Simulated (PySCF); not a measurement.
Two species compared at the same levels of theory.

First species: C5H14NPSi2.
SMILES with atom numbers: `[CH2:1]=[CH:2][C@@H:3]1[CH2:4][C@@H:5]1[Si@H:6]([PH2:7])[NH:8][SiH3:9]` (hydrogens: H10, H11 on C1; H12 on C2; H13 on C3; H14, H15 on C4; H16 on C5; H17 on Si6; H18, H19 on P7; H20 on N8; H21, H22, H23 on Si9)

Second species: C₆H₈O₃S.
Geometry (GFN2-xTB, Å), atoms numbered from 1 in this order:
```
atom  x, y, z in Å
C1    -3.301    0.367   -0.345
C2    -1.987    0.177   -0.244
C3    -1.304    0.081    1.022
C4    -0.010   -0.230    1.201
C5     0.954   -0.580    0.193
C6     0.872   -1.296   -0.916
S7     2.570    0.093    0.592
O8     2.819    0.026    2.002
O9     3.560   -0.396   -0.310
O10    2.298    1.658    0.254
H11   -3.929    0.428    0.529
H12   -3.793    0.458   -1.297
H13   -1.375    0.115   -1.133
H14   -1.899    0.320    1.894
H15    0.422   -0.182    2.192
H16   -0.036   -1.785   -1.231
H17    1.756   -1.430   -1.515
H18    2.375    2.182    1.053
```

Levels: PBE0/pcSseg-1 for dipole moment, HOMO energy, LUMO energy and HOMO–LUMO gap; GFN2-xTB for rotational constant A and rotational constant C. Geometries: GFN2-xTB. Each structure is a single optimised conformer of the isolated species, non-relativistic unless stated. Electronic properties by PySCF.

Dipoles, sizes and rotational constants follow the conformer. The torsions of the flexible species, by atom-mapped SMILES:
- `[CH2:1]=[CH:2][C@@H:3]1[CH2:4][C@@H:5]1[Si@H:6]([PH2:7])[NH:8][SiH3:9]`: C1–C2–C3–C4 -151°, C4–C5–Si6–P7 -6°, C5–Si6–N8–Si9 138°, H–P7–Si6–C5 72°, H–P7–Si6–C5 164°
- `[CH2:1]=[CH:2]/[CH:3]=[CH:4]\[C:5](=[CH2:6])[S:7](=[O:8])(=[O:9])[OH:10]`: C1–C2–C3–C4 174°, C3–C4–C5–C6 -38°, C4–C5–S7–O8 38°, H–O10–S7–C5 116°

```json
{"property": "dipole moment", "column X": "1.58 D", "column Y": "4.43 D"}
{"property": "HOMO energy", "column X": "-6.82 eV", "column Y": "-7.10 eV"}
{"property": "LUMO energy", "column X": "0.03 eV", "column Y": "-2.11 eV"}
{"property": "HOMO–LUMO gap", "column X": "6.85 eV", "column Y": "4.99 eV"}
{"property": "rotational constant A", "column X": "1.104 GHz", "column Y": "2.658 GHz"}
{"property": "rotational constant C", "column X": "0.599 GHz", "column Y": "0.586 GHz"}
```

Which column belongs to which species?

Column X is the first species and column Y the second. The first has 23 atoms and 94 electrons, the second 18 and 84.

How does each property change from the first species to the second?

dipole moment +2.85 D; HOMO energy -0.28 eV; LUMO energy -2.14 eV; HOMO–LUMO gap -1.86 eV; rotational constant A +1.554 GHz; rotational constant C -0.013 GHz.

On the first: In atomic units the dipole is 0.62 e·bohr (1 au = 2.5417 D). A dipole of 1.58 D is allowed in C1, and pure rotational transitions are dipole-allowed.

On the second: The dipole matches unit charges of opposite sign 0.92 Å apart (1 e·Å = 4.8032 D).
